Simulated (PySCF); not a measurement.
FH₄NO₂Si, SMILES F[Si](O)(O)N.

The structure is a stationary point at B3LYP-D3(BJ)/def2-SVP. This is a generated structure with no PubChem entry under its InChIKey; it may be hypothetical. One conformer was computed; it need not be the lowest.

The numbers are results of PySCF 2.14.0 with TDDFT-PBE/def2-SVPD, not measurements.

Vertical excitations. Isolated molecule, no solvent.

| state | energy (eV) | λ (nm) | f | main pairs |
|---|---|---|---|---|
| S1 | 5.85 | 212 | 0.032 | HOMO→LUMO 100 % |
| S2 | 6.99 | 177 | 0.001 | HOMO−1→LUMO 98 % |
| S3 | 7.10 | 175 | 0.023 | HOMO→LUMO+1 98 % |
| S4 | 7.16 | 173 | 0.011 | HOMO→LUMO+2 97 % |
| S5 | 7.49 | 165 | 0.051 | HOMO−2→LUMO 98 % |
| S6 | 7.98 | 155 | 0.000 | HOMO→LUMO+3 99 % |
| S7 | 8.04 | 154 | 0.047 | HOMO−3→LUMO 96 % |
| S8 | 8.14 | 152 | 0.066 | HOMO−4→LUMO 97 % |
| S9 | 8.21 | 151 | 0.022 | HOMO−1→LUMO+1 89 % |
| S10 | 8.25 | 150 | 0.008 | HOMO−1→LUMO+2 92 % |
| T1 | 5.66 | 219 | 0 | HOMO→LUMO 99 % |
| T2 | 6.82 | 182 | 0 | HOMO−1→LUMO 91 % |
| T3 | 6.87 | 180 | 0 | HOMO→LUMO+1 89 % |
| T4 | 6.92 | 179 | 0 | HOMO→LUMO+2 86 % |
Triplets are in the Tamm–Dancoff approximation, which puts them higher than full response would, so one can lie above its singlet here.
